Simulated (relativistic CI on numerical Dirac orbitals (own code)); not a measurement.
Calculated at this level of theory: Dirac-Coulomb-Breit CI, separate exchange-only KLI orbitals for each configuration, model QED, unscaled Slater integrals (own radial code, finite nucleus).

The strongest absorption lines from the ground level of an ion, among the configurations computed and to levels below about 2410 eV (vacuum wavelength in nm, gf): 0.57148 (0.41), 0.58474 (0.6), 0.58612 (0.64), 0.58612 (1.5), 0.58714 (3.4), 0.58837 (0.77), 0.60321 (2.9), 0.60607 (0.88).

Question: Which ion is it?
A. Zr³²⁺
B. Rb²⁷⁺
C. Rb³¹⁺
D. Rb²⁹⁺

Answer: D. Rb²⁹⁺ has 8 electrons and the ground level 2s2 2p4 3P_2; the strongest line goes to 2s2 2p3 3d 3D°_3. The pattern of lines fixes the number of electrons, and along that sequence the line energies rise steadily with the charge (about as its square where n changes within one kind of shell, about linearly where n is kept but much faster in heavy ions where fine structure, which grows about as Z⁴, sets the gap, and irregularly where shells cross), which fixes Z. Configurations outside the model, such as inner-shell arrays, can give stronger lines. At this charge energies of transitions that change n are usually good to better than 1 %, and those within a shell (Δn = 0) to a few per cent.

LS names give the leading component of a level, which can be under half, so a name can repeat, a term be missing and a line seem to break the LS rules.
